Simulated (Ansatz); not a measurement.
The cluster Se2S⁺. Charge 1, multiplicity 2. Geometry PBE0-D4/def2-TZVP; atoms count from 1.

```xyz
3

S    -1.0628   -0.5454   -0.4341
Se    0.9835    0.0068   -0.7874
Se    0.0794    0.5385    1.2215
```

The structure comes from a short search, and lower isomers may exist.

Problem. Estimate the Mulliken populations from the PBE0/def2-TZVP orbitals of Ansatz.

Solution. 
```csv
atom,charge (e),spin (α − β)
S1,0.15,0.12
Se2,0.51,0.70
Se3,0.34,0.19
```
Mulliken values and Mayer orders depend strongly on the basis.

Problem. Where does the spin sit?

Solution. Summed by element: S 0.12, Se 0.88, of 1 unpaired in all. Largest on single atoms: Se2 0.70, Se3 0.19, S1 0.12.

Problem. And the Mayer bond orders between bonded heavy atoms (over 0.3)?

Solution. S1–Se2 1.28 (2.15 Å); S1–Se3 1.09 (2.28 Å); Se2–Se3 1.33 (2.27 Å).
